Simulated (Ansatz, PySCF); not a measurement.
Molecule: SbBr2 (charge 0, doublet). It need not be the lowest isomer of its formula. 
Structure (B3LYP-D3(BJ)/def2-TZVP (Ansatz, a first-principles code) minimum search):
```
Sb
Br 1 2.5221
Br 1 2.5221 2 99.99
```
Charge 0, spin multiplicity 2.

Total electronic energies in hartree. Valence correlation only, unless marked. Open shells are spin-unrestricted. Spin-orbit coupling is left out. The frozen core is the preceding noble-gas configuration, with the filled d and f shells of earlier blocks. Past Kr the def2 sets carry scalar-relativistic core potentials. STO-3G rows are all-electron and non-relativistic. Basis-set limits of correlation are two-point, X^-3; Hartree-Fock from the larger set. The bracket is a focal-point correction in the basis named.

```csv
level,program,energy (Eh)
HF/def2-SVPD,Ansatz,-5383.54854
HF/def2-TZVPD,PySCF,-5384.18579
RI-HF/def2-TZVPP,Ansatz,-5384.18441
PBE/def2-TZVPD,Ansatz,-5387.87297
M06-L-D4/def2-TZVPD,PySCF + dftd4,-5388.62071
M06-L/def2-TZVPD,PySCF,-5388.62047
B3LYP/def2-TZVPD,Ansatz,-5388.78248
PBE0/STO-3G,Ansatz,-11344.80051
PBE0-D4/def2-TZVP,Ansatz + dftd4,-5388.06029
CAM-B3LYP-D4/def2-TZVPD,Ansatz + dftd4,-5388.88621
CAM-B3LYP/def2-TZVPD,Ansatz,-5388.88205
wB97X/def2-TZVPD,Ansatz,-5388.73913
B2GP-PLYP/def2-TZVPD,Ansatz,-5387.16053
CCSD/def2-TZVPPD,Ansatz,-5384.63484
"RI-MP2/CBS(def2-TZVPPD,def2-QZVPPD)+[CCSD(T)-MP2]/def2-TZVPPD",Ansatz,-5384.8335
```

Totals of different functionals don't rank their quality; only differences between species are comparable.
